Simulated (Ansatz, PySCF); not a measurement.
C₃H₈O₂Si, SMILES C/C=C/O[SiH2]O. Atoms are numbered in the order given.

```xyz
14

C      3.2673     0.7753     0.5048
C      1.8427     1.0848     0.1581
C      0.8205     0.2584     0.3971
O     -0.4707     0.5747     0.0894
Si    -1.7718    -0.4771     0.0819
O     -1.7583    -1.4992    -1.2259
H      3.6851     1.5198     1.2052
H      3.3652    -0.2168     0.9734
H      3.9145     0.7891    -0.3899
H      1.6184     2.0465    -0.3167
H      0.9733    -0.7222     0.8711
H     -1.7008    -1.3693     1.2643
H     -2.9532     0.4191     0.0787
H     -1.8488    -1.1022    -2.1006
```
Charge 0, spin multiplicity 1.

Geometry optimised at B3LYP-D3(BJ)/def2-SVP. The structure was generated by enumeration; whether it is a known compound was not checked. One conformer was computed; it need not be the lowest.

Vertical ionisation energy (IE) and electron affinity (EA) in eV. Rows of orbital energies are one-electron estimates. Where ΔSCF, EOM or ADC give a negative EA the extra electron is unbound and the value depends on the basis.

```json
[
 {"level": "−ε(HOMO), −ε(LUMO), PBE0/def2-TZVP (PySCF)", "IE": "6.51", "EA": "-0.41"},
 {"level": "−ε(HOMO), −ε(LUMO), PBE/def2-TZVP (PySCF)", "IE": "5.37", "EA": "0.51"},
 {"level": "ΔSCF, PBE0/def2-SVPD (Ansatz), final states of multiplicity 2 and 2", "IE": "8.61", "EA": "-1.35"},
 {"level": "ΔSCF, PBE/def2-SVPD (Ansatz), final states of multiplicity 2 and 2", "IE": "8.49", "EA": "-1.14"}
]
```

Problem. What vertical singlet–triplet gap does ΔSCF give with PBE0/def2-SVPD (Ansatz, an electronic-structure program) and with PBE/def2-SVPD (Ansatz)? (Estimate from the structure and the level; the computed values follow.)

Solution. 4.07 and 4.15 eV (triplet above singlet where positive).
